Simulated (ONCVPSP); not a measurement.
Potentials for molybdenum (Mo) compared

Generated with ld1.x 7.5 (TM, RRKJ, ultrasoft, PAW), atompaw 4.2 or ONCVPSP 4.0.1. The cutoff is in Ry: for ld1.x and atompaw files where the sum of valence levels is converged to 10 mRy in a Bessel basis, for ONCV files where the hardest occupied wave has 1 mHa per electron of residual kinetic energy. The error is the largest all-electron minus pseudo excitation energy over each file’s own four to seven test configurations (ionisations up to +4, promotions, holes and added fractions of an electron), all of which were solved. The labels leave out finer settings (local radius, basis sizes, second energies), which also bear on the numbers. Spin-polarised tests are not counted. The rows are a selection from randomly drawn settings: files with unsolved tests, undetermined cutoffs or missed reference levels are left out.

A true bound ghost makes a file unfit for plane-wave use even where its test errors are small: the radial tests pick states by their node count and pass the ghost by.

```tsv
potential	cutoff (Ry)	largest error (meV)	bound ghosts
ONCV, LDA (Perdew-Wang 92), scalar-relativistic, rc 2.20/1.85/1.55 (spd), local smoothed, core correction yes, reference 4s2 4p6 4d5.5 5s0.5, qcut 5.5/6.2/6.7, projectors 3/1/1	38	-302	none
ONCV, PBE, fully relativistic, rc 2.10/1.15/2.15 (spd), local smoothed, core correction yes, reference 4s2 4p6 4d5 5s0.75, qcut 6.1/5.8/5, projectors 3/2/3	252	+242	none
ONCV, PBE, scalar-relativistic, rc 1.65/1.90/1.50 (spd), local smoothed, core correction yes, reference 4s2 4p6 4d5 5s1, qcut 6.6/5.8/7.6, projectors 4/3/2	48	+1.8	none
ONCV, LDA (Perdew-Wang 92), scalar-relativistic, rc 1.50/1.70/1.75 (spd), local smoothed, core correction yes, reference 4s2 4p6 4d5 5s0.5 5p0.5, qcut 6.4/7/5.5, projectors 2/2/2	49	-118	none
ONCV, PBE, scalar-relativistic, rc 2.05/1.20/1.70 (spd), local smoothed, core correction no, reference 4s2 4p6 4d5 5s1, qcut 5.3/6.6/6, projectors 2/2/2	81	-4.4	none
```

Problem. Fill in the row for Mo: ONCV, PBE, scalar-relativistic, rc 3.20/1.25/2.35 (spd), local smoothed, core correction yes, reference 4p6 4d5 5s1, qcut 1.9/5.3/6, projectors 1/3/2.

Solution. cutoff 224 Ry, largest error -22 meV, bound ghosts: s, p.

Problem. Fill in the row for Mo: ONCV, Wu-Cohen, scalar-relativistic, rc 1.45/1.90/1.45 (spd), local d, core correction yes, reference 4s2 4p6 4d5 5s1, qcut 7.7/8.9/8.7, projectors 2/2/0.

Solution. cutoff 47 Ry, largest error -53 meV, bound ghosts: none.

Problem. Fill in the row for Mo: ONCV, LDA (Perdew-Zunger), scalar-relativistic, rc 2.15/1.50/2.35 (spd), local smoothed, core correction no, reference 4s2 4p6 4d4 5s2, qcut 6.3/8.6/5.8, projectors 2/2/1.

Solution. cutoff 51 Ry, largest error +14 meV, bound ghosts: none.
